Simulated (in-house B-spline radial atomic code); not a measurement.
Computed with a B-spline radial atomic code. Model: two electrons, singlet ground state, non-relativistic, full CI in B-splines with partial waves to l = 8 (at full coupling up to 3e-4 hartree above the limit, correlation up to 0.6 % small), density held at that of full coupling by Lieb maximisation.

W(λ) is the mean repulsion in the state of coupling λ less the Hartree energy of the fixed density. Its start is exact exchange, its initial slope is twice the second-order Görling-Levy correlation energy, and its area from 0 to 1 is E_xc. A straight curve means weak, dynamic correlation, and a curve that drops fast and flattens means strong correlation.

Command:
```bash
python run_ac.py task.json out
```
Settings (lengths in bohr, energies in hartree):
```
potential              ball
strength               1
lmax                   8
wall_radius            0.615
```

Cost of the run: 5.9 s on 1 thread of Intel(R) Xeon(R) Processor @ 2.30GHz (shared host).

**W = mean repulsion less Hartree energy, and W of three functionals.**

Given: confinement empty hard sphere; hard wall radius 0.615 bohr; external potential zero inside.

Computed: LDA exchange minus exact 386.36 millihartree; PBE exchange minus exact 121.68 millihartree.

```json
{"coupling": "0", "W xc (hartree)": "-2.8758", "W xc minus exchange (millihartree)": "0", "kinetic minus Kohn-Sham (millihartree)": "0", "LDA (PW92) W minus its exchange (millihartree)": "0", "PBE W minus its exchange (millihartree)": "0", "SCAN W minus its exchange (millihartree)": "0"}
{"coupling": "0.02", "W xc (hartree)": "-2.8781", "W xc minus exchange (millihartree)": "-2.216", "kinetic minus Kohn-Sham (millihartree)": "0", "LDA (PW92) W minus its exchange (millihartree)": "-14.65", "PBE W minus its exchange (millihartree)": "-4.06", "SCAN W minus its exchange (millihartree)": "-1.97"}
{"coupling": "0.05", "W xc (hartree)": "-2.8814", "W xc minus exchange (millihartree)": "-5.528", "kinetic minus Kohn-Sham (millihartree)": "0.1", "LDA (PW92) W minus its exchange (millihartree)": "-31.04", "PBE W minus its exchange (millihartree)": "-9.98", "SCAN W minus its exchange (millihartree)": "-4.88"}
{"coupling": "0.12", "W xc (hartree)": "?", "W xc minus exchange (millihartree)": "?", "kinetic minus Kohn-Sham (millihartree)": "?", "LDA (PW92) W minus its exchange (millihartree)": "?", "PBE W minus its exchange (millihartree)": "?", "SCAN W minus its exchange (millihartree)": "?"}
{"coupling": "0.25", "W xc (hartree)": "-2.903", "W xc minus exchange (millihartree)": "-27.156", "kinetic minus Kohn-Sham (millihartree)": "3.4", "LDA (PW92) W minus its exchange (millihartree)": "-107.73", "PBE W minus its exchange (millihartree)": "-46.24", "SCAN W minus its exchange (millihartree)": "-23.69"}
{"coupling": "0.4", "W xc (hartree)": "-2.9187", "W xc minus exchange (millihartree)": "-42.882", "kinetic minus Kohn-Sham (millihartree)": "8.5", "LDA (PW92) W minus its exchange (millihartree)": "-151.37", "PBE W minus its exchange (millihartree)": "-70.78", "SCAN W minus its exchange (millihartree)": "-37.26"}
{"coupling": "0.6", "W xc (hartree)": "-2.9391", "W xc minus exchange (millihartree)": "-63.217", "kinetic minus Kohn-Sham (millihartree)": "18.6", "LDA (PW92) W minus its exchange (millihartree)": "-200.85", "PBE W minus its exchange (millihartree)": "-100.96", "SCAN W minus its exchange (millihartree)": "-54.74"}
{"coupling": "0.8", "W xc (hartree)": "?", "W xc minus exchange (millihartree)": "?", "kinetic minus Kohn-Sham (millihartree)": "?", "LDA (PW92) W minus its exchange (millihartree)": "?", "PBE W minus its exchange (millihartree)": "?", "SCAN W minus its exchange (millihartree)": "?"}
{"coupling": "1", "W xc (hartree)": "-2.9777", "W xc minus exchange (millihartree)": "-101.82", "kinetic minus Kohn-Sham (millihartree)": "49.4", "LDA (PW92) W minus its exchange (millihartree)": "-282.39", "PBE W minus its exchange (millihartree)": "-154.92", "SCAN W minus its exchange (millihartree)": "-87.92"}
{"coupling": "1.4", "W xc (hartree)": "-3.0137", "W xc minus exchange (millihartree)": "-137.84", "kinetic minus Kohn-Sham (millihartree)": "92.6", "LDA (PW92) W minus its exchange (millihartree)": "-349.7", "PBE W minus its exchange (millihartree)": "-202.57", "SCAN W minus its exchange (millihartree)": "-119.02"}
{"coupling": "2", "W xc (hartree)": "-3.0633", "W xc minus exchange (millihartree)": "-187.48", "kinetic minus Kohn-Sham (millihartree)": "176.7", "LDA (PW92) W minus its exchange (millihartree)": "-434.12", "PBE W minus its exchange (millihartree)": "-265.48", "SCAN W minus its exchange (millihartree)": "-162.33"}
{"coupling": "3", "W xc (hartree)": "-3.1359", "W xc minus exchange (millihartree)": "-260.04", "kinetic minus Kohn-Sham (millihartree)": "357.1", "LDA (PW92) W minus its exchange (millihartree)": "-547.13", "PBE W minus its exchange (millihartree)": "-354.05", "SCAN W minus its exchange (millihartree)": "-227.02"}
{"coupling": "4.5", "W xc (hartree)": "-3.2254", "W xc minus exchange (millihartree)": "-349.54", "kinetic minus Kohn-Sham (millihartree)": "690.2", "LDA (PW92) W minus its exchange (millihartree)": "-677.57", "PBE W minus its exchange (millihartree)": "-461.15", "SCAN W minus its exchange (millihartree)": "-310.04"}
{"coupling": "7", "W xc (hartree)": "-3.3376", "W xc minus exchange (millihartree)": "-461.71", "kinetic minus Kohn-Sham (millihartree)": "1327.2", "LDA (PW92) W minus its exchange (millihartree)": "-836.16", "PBE W minus its exchange (millihartree)": "-596.74", "SCAN W minus its exchange (millihartree)": "-420.86"}
{"coupling": "10", "W xc (hartree)": "-3.4327", "W xc minus exchange (millihartree)": "-556.85", "kinetic minus Kohn-Sham (millihartree)": "2127.5", "LDA (PW92) W minus its exchange (millihartree)": "-972.21", "PBE W minus its exchange (millihartree)": "-716.69", "SCAN W minus its exchange (millihartree)": "-522.31"}
```

What belongs in the row 0.12?

W xc (hartree): -2.889; W xc minus exchange (millihartree): -13.185; kinetic minus Kohn-Sham (millihartree): 0.8; LDA (PW92) W minus its exchange (millihartree): -61.92; PBE W minus its exchange (millihartree): -23.25; SCAN W minus its exchange (millihartree): -11.58.

What belongs in the row 0.8?

W xc (hartree): -2.9587; W xc minus exchange (millihartree): -82.852; kinetic minus Kohn-Sham (millihartree): 32.4; LDA (PW92) W minus its exchange (millihartree): -243.89; PBE W minus its exchange (millihartree): -128.87; SCAN W minus its exchange (millihartree): -71.61.

What is the SCAN exchange minus exact?

-26.468 millihartree.

**Energy parts, natural occupations and partial-wave weights.**

Computed: total energy 28.9322 hartree; exchange energy -2.8758 hartree; kinetic part of the DFT correlation energy 0.049421 hartree; kinetic part over minus potential part 0.48539; Hartree energy 5.7517 hartree; Kohn-Sham kinetic 26.109 hartree; Lieb Oxford ratio E_xc over LDA exchange 1.1762.

```csv
natural,occupation of the shell (electrons)
s,1.9971
p,?
d,0.00013024
s,6.4272e-05
f,1.7925e-05
p,1.3532e-05
```

What belongs in the row p?

occupation of the shell (electrons): 0.0026855.

```json
{"wave": "s", "weight": "0.99857"}
{"wave": "p", "weight": "0.0013498"}
{"wave": "d", "weight": "?"}
{"wave": "f", "weight": "9.5482e-06"}
{"wave": "g", "weight": "2.2128e-06"}
```

What belongs in the row d?

weight: 6.6941e-05.

What is the correlation energy?

-0.052395 hartree.

What is the initial slope twice GL2?

-0.11096 hartree.

Half-way to full coupling W has made 52 % of its drop, against 50 % for a straight line, and second-order (GL2) theory, half the initial slope, overshoots the correlation energy by about 6 %: correlation is weak here. Over couplings 0 to 1 the errors in E_xc come to about +272 millihartree for LDA, +91 millihartree for PBE, -19 millihartree for SCAN, so SCAN is nearest. In LDA and PBE and SCAN the errors of exchange and correlation have opposite signs, so the sum is smaller than the larger of the two.
